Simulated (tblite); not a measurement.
A tight-binding relaxation on `O(C)[SiH](O[SiH2]C#C)OC`.

Computed with GFN2-xTB geometry optimisation, gas phase (tblite 0.8.0). Start geometry: from a force field or distance geometry. The input is one job of a driver script: a line of settings, then coordinates in Å.

Command:
```bash
OMP_NUM_THREADS=1 python probes_run.py task.json out
```

Input:
```
{"job": {"kind": "relax", "xc": "GFN2-xTB", "basis": "xTB"}, "charge": 0, "multiplicity": 1}
C      4.473400     1.846900    -0.059000
C      3.662000     0.959200     0.002600
Si     2.427400    -0.441000     0.123400
O      0.891000     0.054600    -0.292900
Si    -0.604700    -0.626500    -0.419800
O     -1.197200    -1.040700     1.065600
C     -2.424200    -1.735100     1.128600
O     -1.639200     0.445500    -1.154200
C     -1.762100     1.741400    -0.613200
H      5.167400     2.644100    -0.116700
H      2.406100    -0.987700     1.496300
H      2.823000    -1.538000    -0.789600
H     -0.520800    -1.845500    -1.245300
H     -2.362500    -2.701300     0.608200
H     -2.649100    -1.931700     2.187200
H     -3.249000    -1.135100     0.739400
H     -2.117800     1.718500     0.426700
H     -2.512100     2.284400    -1.204000
H     -0.821600     2.297200    -0.672800
```

Output:
```
step      E/eV     max force
  0    -800.76596    1.083
  1    -800.81352    0.638
  2    -800.85261    1.724
  3    -800.86512    1.943
  4    -800.89215    0.572
  5    -800.90972    0.440
  6    -800.93585    0.878
  7    -800.95724    0.779
  8    -800.97264    0.276
  9    -800.98255    0.222
... (225 lines left out)
235    -801.23222    0.043
236    -801.23247    0.038
237    -801.23268    0.051
238    -801.23286    0.034
239    -801.23301    0.033
240    -801.23316    0.023
241    -801.23328    0.024
242    -801.23337    0.020
243    -801.23342    0.021
244    -801.23345    0.009
```

«max force» is the largest atomic force in eV/Å.

Problem. From which step on does the largest force stay under 0.1 eV/Å, and how much energy is left to gain from there?

Solution. From step 223 (0.049 eV/Å), 5.1 meV above the end.

Summary of the converged run: energy lowered by 10.8 kcal/mol over 244 steps; largest atomic force 0.009 eV/Å at the end.

Problem. Give the final coordinates.

Solution. 0.992 Å rms from the input after alignment:
```
atom  x, y, z in Å
C1     3.1668    2.2407   -0.3800
C2     2.8671    1.1085   -0.1063
Si3    2.3911   -0.6374    0.3200
O4     0.9188   -0.9289   -0.2878
Si5   -0.6853   -0.7910   -0.3626
O6    -1.2554   -1.7947    0.7598
C7    -2.5886   -2.0066    1.1201
O8    -1.2215    0.6949    0.0045
C9    -0.7929    1.9132   -0.5349
H10    3.4313    3.2313   -0.6201
H11    2.3883   -0.7696    1.7769
H12    3.2561   -1.5763   -0.3934
H13   -1.0139   -1.1733   -1.7298
H14   -3.0949   -2.6016    0.3560
H15   -2.5986   -2.5513    2.0650
H16   -3.1189   -1.0607    1.2379
H17   -1.2083    2.7137    0.0785
H18   -1.1488    2.0218   -1.5621
H19    0.2979    1.9763   -0.5311
```

Problem. How long does this job take on one thread, Arm Neoverse V1 (aarch64), shared host?

Solution. About 2.3 s.
Labels such as C1 count atoms from 1, the log's own numbers from 0.
